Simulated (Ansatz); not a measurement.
Consider the hydrogenolysis of a C–Si bond: `F[SiH2]C[SiH2]Cl` + H₂ → `C[SiH2]Cl` + `F[SiH3]`.

Gas-phase electronic energies from Ansatz, PBE0-D4/def2-TZVP geometries. CCSD(T)/CBS adds triple-zeta CCSD(T) − MP2 to the extrapolated MP2 energy (def2 sets, frozen cores). This one scheme is used for every species. Functionals use def2-TZVPP. B3LYP here is the variant with VWN-RPA as its local correlation; programs differ in this. HSE06 is defined as in plane-wave codes. Each species was taken in one conformer, which may not be the lowest.

`F[SiH2]C[SiH2]Cl`:

Cartesian coordinates in Å:
```
F 2.598 -1.199 -0.697
Si 1.370 -0.186 -0.874
C 0.123 -0.505 0.466
Si -1.388 0.579 0.449
Cl -2.630 0.062 2.006
H 0.785 -0.424 -2.216
H 1.911 1.192 -0.784
H 0.617 -0.383 1.436
H -0.206 -1.548 0.394
H -2.156 0.407 -0.807
H -1.024 2.005 0.626
```

H₂:

```xyz
2

H    -0.101   -0.223   -0.282
H     0.101    0.223    0.282
```

`C[SiH2]Cl`:

Cartesian coordinates in Å:
```
C 0.549 0.357 0.770
Si -0.539 -0.185 -0.634
Cl 0.121 -1.997 -1.363
H 0.205 1.319 1.160
H 1.583 0.469 0.437
H 0.525 -0.372 1.582
H -0.499 0.782 -1.759
H -1.943 -0.373 -0.194
```

`F[SiH3]`:

Z-matrix (Å, degrees):
```
Si
F 1 1.600
H 1 1.482 2 108.3
H 1 1.482 2 108.3 3 -120.0
H 1 1.482 2 108.3 3 120.0
```

```tsv
level	ΔE (kcal/mol)	difference from CCSD(T)/CBS
PBE0-D4	-2.1	-0.1
r2SCAN0-D4	-2.1	-0.1
PBE-QIDH	-2.6	-0.6
PBE	-3.2	-1.2
B3LYP	-5.8	-3.8
r2SCANh	-2.3	-0.3
HSE06	-3.6	-1.6
HF/def2-SVP	-10.0	-8.0
HF/def2-TZVPP	-8.8	-6.8
MP2/def2-TZVPP	-1.4	0.6
SCS-MP2/def2-TZVPP	-3.2	-1.2
CCSD/def2-TZVPP	-3.8	-1.8
CCSD(T)/def2-TZVPP	-2.7	-0.7
MP2/def2-QZVPP	-1.0	1.0
SCS-MP2/def2-QZVPP	-2.8	-0.8
CCSD/CBS(def2)	-3.2	-1.2
CCSD(T)/CBS	-2.0	0
```

Problem. What do rigid-rotor, harmonic-oscillator terms from PBE0-D4/def2-TZVP frequencies (298.15 K, 1 bar) make of the CCSD(T)/CBS value? (An estimate is asked.)

Solution. Computed: ΔZPE = +4.0 kcal/mol, ΔH = +0.7 kcal/mol, ΔS = 25 J/(mol·K), ΔG = -1.1 kcal/mol. Modes under 50 cm⁻¹ make the entropy rough.

Largest T1 diagnostic among the species: 0.011.

At CCSD(T), def2-SVP lies −3.2 kcal/mol from the extrapolated value and def2-TZVPP −0.7 kcal/mol. In def2-TZVPP, CCSD(T) changes the Hartree–Fock value by +6.2 kcal/mol (the triples alone add +1.2 kcal/mol) and MP2 by +7.4 kcal/mol. The D4 term adds +2.8 kcal/mol with B3LYP and +1.6 kcal/mol with PBE0; it sums over pairs of atoms, weighted by their polarisabilities, and B3LYP, whose exchange is more repulsive, gets the larger term.
